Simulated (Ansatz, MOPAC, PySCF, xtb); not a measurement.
Breaking a bond: SeBe, lowest triplet found (which spin is the ground state isn't settled by this scan).

Levels of theory: UHF/cc-pVDZ (Ansatz, a first-principles code); UKS-M06-2X/6-31G* = PySCF with unrestricted M06-2X/6-31G*, spherical d; GFN1-xTB (xtb); PM3, unrestricted, heats of formation (MOPAC).

Energies are in mEh, each relative to the lowest point of its own curve between 1.69 and 2.45 Å, where full CI is lowest.

```json
[
 {"R / Å": "1.55", "UHF": "132.5", "UKS-M06-2X/6-31G*": "125.9", "GFN1-xTB": "183.7", "PM3": "(withheld)"},
 {"R / Å": "1.69", "UHF": "56.0", "UKS-M06-2X/6-31G*": "52.4", "GFN1-xTB": "63.9", "PM3": "24.1"},
 {"R / Å": "1.78", "UHF": "28.1", "UKS-M06-2X/6-31G*": "25.9", "GFN1-xTB": "27.9", "PM3": "14.0"},
 {"R / Å": "1.87", "UHF": "11.4", "UKS-M06-2X/6-31G*": "10.3", "GFN1-xTB": "9.5", "PM3": "(withheld)"},
 {"R / Å": "1.98", "UHF": "1.7", "UKS-M06-2X/6-31G*": "1.5", "GFN1-xTB": "0.8", "PM3": "1.6"},
 {"R / Å": "2.04", "UHF": "0.0", "UKS-M06-2X/6-31G*": "0.0", "GFN1-xTB": "0.0", "PM3": "(withheld)"},
 {"R / Å": "2.13", "UHF": "0.7", "UKS-M06-2X/6-31G*": "0.9", "GFN1-xTB": "(withheld)", "PM3": "0.0"},
 {"R / Å": "2.16", "UHF": "1.7", "UKS-M06-2X/6-31G*": "1.9", "GFN1-xTB": "3.0", "PM3": "0.4"},
 {"R / Å": "2.23", "UHF": "4.9", "UKS-M06-2X/6-31G*": "5.1", "GFN1-xTB": "(withheld)", "PM3": "2.5"},
 {"R / Å": "2.35", "UHF": "12.9", "UKS-M06-2X/6-31G*": "12.7", "GFN1-xTB": "13.9", "PM3": "(withheld)"},
 {"R / Å": "2.45", "UHF": "20.8", "UKS-M06-2X/6-31G*": "20.2", "GFN1-xTB": "20.9", "PM3": "17.9"},
 {"R / Å": "2.57", "UHF": "30.7", "UKS-M06-2X/6-31G*": "29.7", "GFN1-xTB": "29.7", "PM3": "30.3"},
 {"R / Å": "2.70", "UHF": "40.8", "UKS-M06-2X/6-31G*": "39.9", "GFN1-xTB": "38.9", "PM3": "44.6"},
 {"R / Å": "2.93", "UHF": "53.8", "UKS-M06-2X/6-31G*": "54.9", "GFN1-xTB": "53.3", "PM3": "65.7"},
 {"R / Å": "3.16", "UHF": "60.8", "UKS-M06-2X/6-31G*": "64.1", "GFN1-xTB": "64.1", "PM3": "78.3"},
 {"R / Å": "3.46", "UHF": "64.9", "UKS-M06-2X/6-31G*": "69.5", "GFN1-xTB": "73.2", "PM3": "85.2"},
 {"R / Å": "3.80", "UHF": "66.6", "UKS-M06-2X/6-31G*": "72.4", "GFN1-xTB": "78.8", "PM3": "87.6"},
 {"R / Å": "4.24", "UHF": "67.3", "UKS-M06-2X/6-31G*": "74.8", "GFN1-xTB": "82.3", "PM3": "88.4"},
 {"R / Å": "4.77", "UHF": "67.4", "UKS-M06-2X/6-31G*": "76.2", "GFN1-xTB": "84.2", "PM3": "88.6"},
 {"R / Å": "5.42", "UHF": "67.4", "UKS-M06-2X/6-31G*": "—", "GFN1-xTB": "—", "PM3": "88.5"},
 {"R / Å": "6.29", "UHF": "67.6", "UKS-M06-2X/6-31G*": "—", "GFN1-xTB": "—", "PM3": "88.4"},
 {"R / Å": "7.38", "UHF": "67.6", "UKS-M06-2X/6-31G*": "—", "GFN1-xTB": "—", "PM3": "88.4"}
]
```

Question: Some entries are withheld; supply them.

Answer: 
- 1.55, PM3: 47.4
- 1.87, PM3: 6.9
- 2.04, PM3: 0.2
- 2.13, GFN1-xTB: 1.8
- 2.23, GFN1-xTB: 6.4
- 2.35, PM3: 9.3

Dashes: no converged value, or the column stops at the first point that the program doubted or that broke a chosen test of continuity, which isn't proof of a fault.

The unrestricted determinant behind UHF is spin-contaminated at 2.70 to 7.38 Å (<S²> up to 2.3, against 2.00 for a pure triplet). The unrestricted determinant behind UKS-M06-2X/6-31G* is spin-contaminated at 5.42 to 7.38 Å (<S²> up to 3.0, against 2.00 for a pure triplet).
